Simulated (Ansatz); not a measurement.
Single points on Ge₂O₂⁺.

```yaml
crystal:
  periodic: [false, false, false]
  atoms:
    - {symbol: Ge, position_ang: [0.438573, 1.481029, 0.146991]}
    - {symbol: Ge, position_ang: [-0.438744, -1.480899, -0.148170]}
    - {symbol: O, position_ang: [1.049378, -0.312561, 0.017342]}
    - {symbol: O, position_ang: [-1.049206, 0.312430, -0.016164]}
basis:
  gaussian: {orbitals: def2-TZVP, initial_orbitals: start.molden}
total_charge: 1
magnetization: {spin_polarized: true, initial_magnetization: 1}
hamiltonian: {xc: {name: wB97M-V}}
scf: {omitted_lower_state_checks: [starts]}
output: {orbitals: {seedname: orbitals}}
```

The file start.molden holds the orbitals of an earlier run on this structure, at another level or in another basis.

```sh
$ ansatz run in.yaml --threads 4 --pin off --events-out ev --progress --plain --max-ram 3916MiB
```

It prints (some lines left out):

```
Functional definition: wB97M-V
  name "wB97M-V"
  cite "Mardirossian & Head-Gordon, J. Chem. Phys. 144, 214110 (2016) doi:10.1063/1.4952647"
  cite "Becke, J. Chem. Phys. 107, 8554 (1997) doi:10.1063/1.475007"
  cite "Vydrov & Van Voorhis, J. Chem. Phys. 133, 244103 (2010) doi:10.1063/1.3521275"
  # Of w^i u^j: cxij and so on, Table III.
  parameter omega = 0.3/bohr
  parameter cx = 0.15
  parameter cx01 = 1.007
  parameter cx10 = 0.259
  parameter css00 = 0.443
  parameter css04 = -1.437
  parameter css10 = -4.535
  parameter css20 = -3.390
  parameter css43 = 4.278
  parameter cos00 = 1.000
  parameter cos10 = 1.358
  parameter cos20 = 2.924
  parameter cos21 = -8.812
  parameter cos60 = -1.390
  parameter cos61 = 9.142
  parameter b = 6.0
  parameter c = 0.01
  gx(w, u) = 1 - cx + cx01*u + cx10*w
  gss(w, u) = css00 + css04*u^4 + css10*w + css20*w^2 + css43*w^4*u^3
  gos(w, u) = cos00 + cos10*w + (cos20 + cos21*u)*w^2 + (cos60 + cos61*u)*w^6
  exchange = spin_sum(e_x_unif_sr(omega)*gx(b97_w, b97_u_x)) + cx*exact_x_sr(omega) + exact_x_lr(omega)
  correlation = spin_sum(e_c_pw_mod_same_spin*gss(b97_w, b97_u_same))
      + integral(e_c_pw_mod_opposite_spin*gos(b97_w_opposite, b97_u_opposite)) + vv10(b, c)
these checks for a lower state are left out or cut short: starts
1074 factors; their error is unknown
179 factors; integrals over basis functions are off by at most 4.5e-5 eV
mean field evaluation 1: about -117117.5562 eV, gradient 7.4e0 eV
mean field evaluation 2: about -117117.6074 eV, gradient 9.3e-2 eV
mean field evaluation 4: about -117117.9302 eV, gradient 2.2e-4 eV
mean field -117117.93019881 eV, -4304.0045494220 hartree, gradient 2.6e-5 eV, S^2 0.764064; 0 other end points of the search recorded, 0 dependent functions left out
reference -117117.93023463 eV, -4304.0045507382 hartree; 40, 39 occupied and 118, 119 virtual orbitals, 1074 factors
Total energy: -117117.93023463 eV, -4304.0045507382 hartree
Checks for a lower state left out: starts
```

Hardware: 4 threads of Arm Neoverse V2 on a shared host. Wall time 13 s, peak host memory 0.8 GiB.

The first input with `hamiltonian: {xc: {text: "exchange = 0.50*pbe_x + 0.50*exact_x\ncorrelation = pbe_c"}}` (abridged; 4.8 s):

```
Functional definition: unnamed
mean field -117108.69213110 eV, -4303.6650566952 hartree, gradient 1.8e-5 eV, S^2 0.777225
Total energy: -117108.69214619 eV, -4303.6650572500 hartree
Checks for a lower state left out: starts
```

As the first input, with `hamiltonian: {xc: {text: "exchange = 0.95*pbe_x + 0.05*exact_x\ncorrelation = pbe_c"}}` (abridged; 2.8 s):

```
Functional definition: unnamed
mean field -117104.48137919 eV, -4303.5103144169 hartree, gradient 2.6e-5 eV, S^2 0.757175
Total energy: -117104.48140765 eV, -4303.5103154626 hartree
Checks for a lower state left out: starts
```

First input, but with `gaussian: {orbitals: 6-31G}`, `hamiltonian: {xc: hf}` (abridged; 1.2 s):

```
Functional definition: HF
mean field evaluation 16: about -116995.8395 eV, gradient 6.6e-3 eV
mean field evaluation 32: about -116995.8398 eV, gradient 5.7e-2 eV
mean field -116995.84005913 eV, -4299.5178195442 hartree, gradient 8.9e-6 eV, S^2 0.813896
Total energy: -116995.84005913 eV, -4299.5178195442 hartree
Checks for a lower state left out: starts
```

First input, but with `gaussian: {orbitals: STO-3G}`, `hamiltonian: {xc: hf}` (abridged; 0.6 s):

```
Functional definition: HF
mean field evaluation 16: about -115676.6840 eV, gradient 1.9e-3 eV
mean field -115676.68416858 eV, -4251.0397347225 hartree, gradient 7.2e-6 eV, S^2 0.846448
Total energy: -115676.68416858 eV, -4251.0397347225 hartree
Checks for a lower state left out: starts
```

First input, but with `hamiltonian: {xc: {name: BLYP}, dispersion: d4}` (abridged; 2 s):

```
Functional definition: BLYP
mean field -117128.58658449 eV, -4304.3961643726 hartree, gradient 2.6e-5 eV, S^2 0.755730
Total energy: -117128.86548762 eV, -4304.4064138735 hartree
Checks for a lower state left out: starts
```

The first input with `correlation: {method: mp2}` and without the key `hamiltonian` (abridged; 5 s):

```
Functional definition: HF
mean field evaluation 16: about -117016.8649 eV, gradient 2.7e-6 eV
mean field -117016.86490733 eV, -4300.2904684647 hartree, gradient 2.6e-6 eV, S^2 0.820741
20 core orbitals not correlated: weight in the atoms' cores, before any rotation towards them, 1.000 or more for the frozen orbitals, at most 0.000 for the correlated occupied ones
second order -23.71460492 eV of doubles, -0.00000000 eV of singles
Total energy: -117040.57951226 eV, -4301.1619641213 hartree
Checks for a lower state left out: starts
```

Geometry: PBE-D4/def2-SVP.

The 6-31G sets use Cartesian d functions. Correlated methods freeze 20 core orbitals; core or outer-core shells of Ge are correlated, in sets that lack core-valence functions. At HF/STO-3G the charge 1 doublet is spin-contaminated (final ⟨S²⟩ up to 0.85, 0.75 for a pure state). The structure comes from a short search, and lower isomers may exist.
